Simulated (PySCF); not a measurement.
Low-lying terms of Ag⁺ (silver, charge +1)

Ground state [Kr] 4d10, ¹S. Computed with PySCF 2.14 in x2c-TZVPall with one added diffuse shell each of s, p, d type (9s7p7d1f, 72 functions), with the spin-free X2C one-electron Hamiltonian (Gaussian nucleus). Vertical excitation energies in eV without spin-orbit coupling; excited terms of each kind are numbered among those the solver found. Frozen: [Kr].

```
 term  leading excitation  EOM-EE-CCSD
 1 3D              4d → s        5.229
 1 1D              4d → s        5.754
1 3P°              4d → p       10.222
1 3F°              4d → p       10.544
1 1F°              4d → p       10.718
1 1D°              4d → p       11.003
1 3D°              4d → p       11.033
1 1P°              4d → p       11.200
 2 3D              4d → s       14.927
 2 1D              4d → s       15.018
```

The spin-orbit splitting of the hole, absent here, rivals or exceeds the spacing of these terms, so the LS terms are model states.

The solver can miss terms. Rydberg members are limited by the diffuse functions of the basis.
